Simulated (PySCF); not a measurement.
AlGeH5O2S, SMILES [OH][Al]([OH])[S][GeH3].

Coordinates come from a B3LYP-D3(BJ)/def2-SVP optimisation. The structure was generated by enumeration; whether it is a known compound was not checked. Other conformers were not sampled.

All values below come from C-PCM-B3LYP/def2-SVP (PySCF).

The values are the electrostatic part of the solvation free energy, E(continuum) − E(gas) at the gas-phase geometry, in a cavity of scaled van der Waals radii (PySCF's table); cavitation and dispersion terms are not included. A continuum can't describe solvent molecules that bind to the metal. In vacuum the orbital gap is 6.27 eV. The dipole moment in vacuum is 1.18 D.

```json
[
 {"solvent": "water", "ε": "78.36", "ΔG(elec) (kcal/mol)": "-8.2", "dipole (D)": "1.54", "gap (eV)": "6.55"},
 {"solvent": "toluene", "ε": "2.37", "ΔG(elec) (kcal/mol)": "-4.6", "dipole (D)": "1.37", "gap (eV)": "6.43"},
 {"solvent": "ethylethanoate", "ε": "5.99", "ΔG(elec) (kcal/mol)": "-6.8", "dipole (D)": "1.47", "gap (eV)": "6.50"}
]
```
